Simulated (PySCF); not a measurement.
Te(OH)(SH) (H2OSTe), SMILES O[Te]S. The structure is a stationary point at B3LYP-D3(BJ)/def2-TZVP. The def2 effective core potentials stand for the cores of Te; spin–orbit coupling is left out. One conformer was computed; it need not be the lowest.

Problem. Give the equilibrium geometry at B3LYP-D3(BJ)/def2-TZVP (PySCF confirms it by a frequency run) as bond lengths and angles. (An estimate is asked for; the answer gives what the named calculation found.)

Solution. One answer among several that fit: 
Atoms: Te1 O2 H3 S4 H5. Bond lengths (Å): Te1–O2 1.980, Te1–S4 2.386, O2–H3 0.965, S4–H5 1.346. Bond angles (°): O2–Te1–S4 101.2, Te1–O2–H3 108.8, Te1–S4–H5 98.1.
